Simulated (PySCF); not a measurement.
SiHBr3, SMILES Br[SiH](Br)Br. Geometry optimised at B3LYP-D3(BJ)/def2-SVP.

**Question.** Give the equilibrium geometry at B3LYP-D3(BJ)/def2-SVP (PySCF confirms it by a frequency run) as bond lengths and angles, and its point group. (The exact figures need the calculation; the answer reports its results.)

**Answer.** point group C3v.
Atoms: Si1 Br2 Br3 Br4 H5. Bonds (Å): Si1–Br2 2.222, Si1–Br3 2.222, Si1–Br4 2.222, Si1–H5 1.477. Angles (°): Br2–Si1–Br3 109.9, Br2–Si1–Br4 109.9, Br2–Si1–H5 109.0, Br3–Si1–Br4 109.9, Br3–Si1–H5 109.0, Br4–Si1–H5 109.0.
